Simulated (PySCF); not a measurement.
ClTl, charge -1, doublet, at a GFN2-xTB geometry (such geometries of metal compounds can be far from the true shape) (a state made from the parent by changing its charge; the spin is typed, not shown lowest) (core potentials on Tl); HF/def2-SVPD (PySCF).

PySCF was given this input:
```python
from pyscf import gto, scf

mol = gto.M(
    atom='''
Tl   -0.00000000   -0.00000000   -0.47641043
Cl    0.00000000    0.00000000    2.26995558
''',
    basis='def2-svpd',
    ecp={'Tl': 'def2-svpd'},
    charge=-1,
    spin=1,
    verbose=4,
)

mf = scf.UHF(mol)
mf.kernel()
```

### Question
Predict the main parts of the log of this PySCF run.

### Answer

```
PySCF version 2.14.0

[INPUT] verbose = 4
[INPUT] num. atoms = 2
[INPUT] num. electrons = 39
[INPUT] charge = -1
[INPUT] spin (= nelec alpha-beta = 2S) = 1
[INPUT] symmetry False subgroup None
[INPUT] Mole.unit = angstrom
[INPUT] Symbol           X                Y                Z      unit          X                Y                Z       unit  Magmom
[INPUT]  1 Tl     0.000000000000   0.000000000000  -0.476410430000 AA    0.000000000000   0.000000000000  -0.900285235586 Bohr   0.0
[INPUT]  2 Cl     0.000000000000   0.000000000000   2.269955580000 AA    0.000000000000   0.000000000000   4.289594361128 Bohr   0.0

nuclear repulsion = 68.7877229803176
number of shells = 23
number of NR pGTOs = 112
number of NR cGTOs = 59
basis = def2-svpd
ecp = {'Tl': 'def2-svpd'}

******** <class 'pyscf.scf.uhf.UHF'> ********
method = UHF
initial guess = minao
damping factor = 0
level_shift factor = 0
DIIS = <class 'pyscf.scf.diis.CDIIS'>
diis_start_cycle = 1
diis_space = 8
diis_damp = 0
SCF conv_tol = 1e-09
SCF conv_tol_grad = None
SCF max_cycles = 50
direct_scf = True
direct_scf_tol = 1e-13
number electrons alpha = 20  beta = 19
Set gradient conv threshold to 3.16228e-05
init E= -608.384553668078

cycle= 1 E= -630.594995675002  delta_E= -22.2  |g|= 0.774  |ddm|= 8.51
cycle= 2 E= -630.921341564692  delta_E= -0.326  |g|= 0.323  |ddm|= 2.77
cycle= 3 E= -630.959748647231  delta_E= -0.0384  |g|= 0.0222  |ddm|= 0.498
cycle= 4 E= -630.960828105543  delta_E= -0.00108  |g|= 0.00925  |ddm|= 0.0936
cycle= 5 E= -630.961065092049  delta_E= -0.000237  |g|= 0.00329  |ddm|= 0.0472
cycle= 6 E= -630.961101546816  delta_E= -3.65e-05  |g|= 0.00132  |ddm|= 0.0202
cycle= 7 E= -630.961109292348  delta_E= -7.75e-06  |g|= 0.000487  |ddm|= 0.0113
cycle= 8 E= -630.961110285799  delta_E= -9.93e-07  |g|= 0.00026  |ddm|= 0.00339
cycle= 9 E= -630.961110621257  delta_E= -3.35e-07  |g|= 0.000131  |ddm|= 0.00198
cycle= 10 E= -630.96111070825  delta_E= -8.7e-08  |g|= 4.15e-05  |ddm|= 0.00114
cycle= 11 E= -630.961110714554  delta_E= -6.3e-09  |g|= 1.21e-05  |ddm|= 0.000264
cycle= 12 E= -630.961110715096  delta_E= -5.41e-10  |g|= 3.9e-06  |ddm|= 8.43e-05
Extra cycle  E= -630.961110715131  delta_E= -3.52e-11  |g|= 2.25e-06  |ddm|= 1.31e-05
converged SCF energy = -630.961110715131  <S^2> = 0.76097634  2S+1 = 2.0109464
```
